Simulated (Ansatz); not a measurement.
Computed with Ansatz (a first-principles code) with B3LYP-D3(BJ)/def2-TZVP. No frequencies were computed at this level.

Ansatz 0.2 input:
```yaml
crystal:
  periodic: [false, false, false]
  atoms:
    - { symbol: O, position_ang: [2.490637, 0.90659, -0.281924] }
    - { symbol: C, position_ang: [1.549227, 0.243811, 0.062839] }
    - { symbol: C, position_ang: [0.155471, 0.475537, -0.332744] }
    - { symbol: C, position_ang: [-0.936882, 0.161379, 0.665397] }
    - { symbol: C, position_ang: [-0.749947, -0.723201, -0.510665] }
    - { symbol: H, position_ang: [1.680217, -0.629536, 0.735284] }
    - { symbol: H, position_ang: [0.013958, 1.322374, -0.991894] }
    - { symbol: H, position_ang: [-0.634631, -0.201706, 1.63614] }
    - { symbol: H, position_ang: [-1.784592, 0.827857, 0.691153] }
    - { symbol: H, position_ang: [-1.4654, -0.682489, -1.31685] }
    - { symbol: H, position_ang: [-0.318058, -1.700617, -0.356737] }
basis:
  gaussian: { orbitals: def2-tzvp }
hamiltonian:
  xc: b3lyp
  dispersion: d3bj
relax:
  max_steps: 150
```

Output:

```
Functional definition: B3LYP
1135 factors; their error is unknown
mean field evaluation 1: about -6284.5226 eV, gradient 6.8e1 eV
mean field evaluation 2: about -6276.2312 eV, gradient 9.2e1 eV
mean field evaluation 4: about -6294.2422 eV, gradient 8.5e0 eV
mean field evaluation 8: about -6294.3566 eV, gradient 6.3e-1 eV
mean field evaluation 16: about -6294.3572 eV, gradient 1.0e-4 eV
mean field -6294.35722041 eV, -231.3133613814 hartree, gradient 1.5e-5 eV, S^2 0.000000; 0 other end points of the search recorded, 0 dependent functions left out
reference -6294.35747273 eV, -231.3133706542 hartree; 19, 19 occupied and 172, 172 virtual orbitals, 1135 factors
relax step   1: F+E_penalty+E_count = -6294.70236200 eV  Δ(F+E_penalty+E_count) = +0.000e0 eV  max|allowed force component| = 3.445e-1 eV/Å  Δτ_max = 0.0000 Å  (30 SCF iters, accepted)
these checks for a lower state are left out or cut short: starts, cluster_reference, orbital_swaps, neighbouring_geometries, increment
1135 factors; their error is unknown
mean field -6294.36149185 eV, -231.3135183541 hartree, gradient 1.0e-5 eV, S^2 0.000000; 0 other end points of the search recorded, 0 dependent functions left out
reference -6294.36174431 eV, -231.3135276318 hartree; 19, 19 occupied and 172, 172 virtual orbitals, 1135 factors
relax step   2: F+E_penalty+E_count = -6294.70650756 eV  Δ(F+E_penalty+E_count) = -4.146e-3 eV  max|allowed force component| = 1.394e-1 eV/Å  Δτ_max = 0.0079 Å  (35 SCF iters, accepted)
these checks for a lower state are left out or cut short: starts, cluster_reference, orbital_swaps, neighbouring_geometries, increment
1135 factors; their error is unknown
mean field evaluation 32: about -6294.3620 eV, gradient 1.0e-5 eV
mean field -6294.36203782 eV, -231.3135384179 hartree, gradient 1.0e-5 eV, S^2 0.000000; 0 other end points of the search recorded, 0 dependent functions left out
reference -6294.36229035 eV, -231.3135476982 hartree; 19, 19 occupied and 172, 172 virtual orbitals, 1135 factors
relax step   3: F+E_penalty+E_count = -6294.70691720 eV  Δ(F+E_penalty+E_count) = -4.096e-4 eV  max|allowed force component| = 8.888e-2 eV/Å  Δτ_max = 0.0068 Å  (34 SCF iters, accepted)
these checks for a lower state are left out or cut short: starts, cluster_reference, orbital_swaps, neighbouring_geometries, increment
1135 factors; their error is unknown
mean field -6294.36218382 eV, -231.3135437834 hartree, gradient 1.0e-5 eV, S^2 0.000000; 0 other end points of the search recorded, 0 dependent functions left out
reference -6294.36243635 eV, -231.3135530638 hartree; 19, 19 occupied and 172, 172 virtual orbitals, 1135 factors
relax step   4: F+E_penalty+E_count = -6294.70704402 eV  Δ(F+E_penalty+E_count) = -1.268e-4 eV  max|allowed force component| = 5.858e-2 eV/Å  Δτ_max = 0.0103 Å  (35 SCF iters, accepted)
these checks for a lower state are left out or cut short: starts, cluster_reference, orbital_swaps, neighbouring_geometries, increment
1135 factors; their error is unknown
mean field -6294.36226697 eV, -231.3135468392 hartree, gradient 1.0e-5 eV, S^2 0.000000; 0 other end points of the search recorded, 0 dependent functions left out
reference -6294.36251943 eV, -231.3135561168 hartree; 19, 19 occupied and 172, 172 virtual orbitals, 1135 factors
relax step   5: F+E_penalty+E_count = -6294.70724510 eV  Δ(F+E_penalty+E_count) = -2.011e-4 eV  max|allowed force component| = 3.406e-3 eV/Å  Δτ_max = 0.0041 Å  (35 SCF iters, accepted)
1135 factors; their error is unknown
mean field evaluation 64: about -6294.3623 eV, gradient 1.7e-3 eV
mean field -6294.36226697 eV, -231.3135468392 hartree, gradient 1.0e-5 eV, S^2 0.000000; 1 other end points of the search recorded, 0 dependent functions left out
reference -6294.36251943 eV, -231.3135561168 hartree; 19, 19 occupied and 172, 172 virtual orbitals, 1135 factors
Total energy: -6294.70749755 eV, -231.3262338291 hartree
Atom 0 at     2.494407     0.901597    -0.280483 Å, force    -0.002811    -0.001792     0.000550 eV/Å
Atom 1 at     1.546874     0.241263     0.064571 Å, force     0.002422     0.003406    -0.002347 eV/Å
Atom 2 at     0.152423     0.483290    -0.339255 Å, force    -0.000586     0.002388    -0.001561 eV/Å
Atom 3 at    -0.939134     0.159139     0.666835 Å, force    -0.000465    -0.000580     0.000461 eV/Å
Atom 4 at    -0.752417    -0.725316    -0.510330 Å, force     0.000795    -0.001242     0.001116 eV/Å
Atom 5 at     1.680437    -0.632725     0.742572 Å, force     0.001137    -0.002738     0.001826 eV/Å
Atom 6 at     0.005214     1.328441    -0.997655 Å, force    -0.000211    -0.001644     0.001432 eV/Å
Atom 7 at    -0.625739    -0.206542     1.636027 Å, force    -0.001062     0.001582    -0.001071 eV/Å
Atom 8 at    -1.785232     0.830983     0.690225 Å, force     0.000625    -0.000815    -0.000012 eV/Å
Atom 9 at    -1.466412    -0.679664    -1.320235 Å, force     0.001028     0.000359     0.000858 eV/Å
Atom 10 at    -0.310421    -1.700466    -0.352275 Å, force    -0.000871     0.001075    -0.001251 eV/Å
Dipole moment:    -0.649587    -0.278181     0.105619 e Å
```

Cost: very roughly 60 core-seconds.
